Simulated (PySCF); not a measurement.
# Correlation energy of Tl²⁺ (thallium, charge +2)

[Xe] 4f14 5d10 6p1, 2P determinant (an excited configuration). All numbers are calculated (PySCF 2.14, the spin-free X2C one-electron Hamiltonian (Gaussian nucleus), in x2c-QZVPPall). Frozen: [Kr] 4d10 4f14; 19 electrons correlated.

MP2 pair energies summed by pair of shells (mhartree):

```csv
pair,energy,share (%)
5d-5d,-277.98,54.2
5p-5d,-111.74,21.8
5d-6p,-37.62,7.3
5p-5p,-35.49,6.9
5s-5d,-24.73,4.8
5s-5p,-17.92,3.5
5p-6p,-3.40,0.7
5s-5s,-3.35,0.7
5s-6p,-0.33,0.1
```

Total MP2 correlation energy: -512.55 mhartree.

Same-spin part -174.94 and opposite-spin part -337.61 mhartree; SCS-MP2 scales them by 1/3 and 6/5 to -463.44 mhartree.

This basis was not built for core-valence correlation, so the inner-shell part is incomplete.
